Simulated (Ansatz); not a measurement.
`C[SiH]1[O][Al]1[TeH]` → Al• + C• + 5 H• + O• + Si• + Te•  (atomization)

Computed with Ansatz on PBE0-D4/def2-TZVP structures; ΔE is electronic, products minus reactants. CCSD(T)/CBS adds triple-zeta CCSD(T) − MP2 to the extrapolated MP2 energy (def2 sets, frozen cores). This one scheme is used for every species, atoms too. Open shells (•) are unrestricted, without spin–orbit coupling. Spin–orbit coupling would lower the free atoms: a little for Al, C, O, Si; strongly for Te. def2 core potentials past Kr. Bonds to Te are less sure, by a few kJ/mol each and by 10 to 20 or more in all where they break to atoms, as the def2 sets lack core-valence functions.

```json
{"species": "`C[SiH]1[O][Al]1[TeH]`", "HF/def2-TZVPP energy (Eh)": "-913.64622"}
{"species": "Al•", "HF/def2-TZVPP energy (Eh)": "-241.87439"}
{"species": "C•", "HF/def2-TZVPP energy (Eh)": "-37.69248"}
{"species": "H•", "HF/def2-TZVPP energy (Eh)": "-0.49981"}
{"species": "O•", "HF/def2-TZVPP energy (Eh)": "-74.81563"}
{"species": "Si•", "HF/def2-TZVPP energy (Eh)": "-288.85084"}
{"species": "Te•", "HF/def2-TZVPP energy (Eh)": "-267.00555"}
```

(1) Work out ΔE.

Largest T1 diagnostic among the species: 0.018.

Results:

(1) ΔE = 5 × (-0.49981) + (-241.87439) + (-37.69248) + (-74.81563) + (-288.85084) + (-267.00555) − (-913.64622) = 0.90828 Eh = +2384.7 kJ/mol. CCSD(T)/CBS gives +3374.5 kJ/mol.

From PBE to PBE0 (25 % exact exchange), in def2-TZVPP and without D4, ΔE moves by −57.0 kJ/mol: exact exchange takes away binding that semilocal exchange gives to molecules. In def2-TZVPP, CCSD(T) changes the Hartree–Fock value by +879.1 kJ/mol (the triples alone add +62.3 kJ/mol) and MP2 by +936.8 kJ/mol; breaking electron pairs costs correlation energy, which Hartree–Fock lacks.

For atomizations the MP2-based limit and the directly extrapolated one differ by several kJ/mol either way, and by 10 to 25 for some Ge, Se and Sn compounds, so smaller differences from it don't rank the levels.
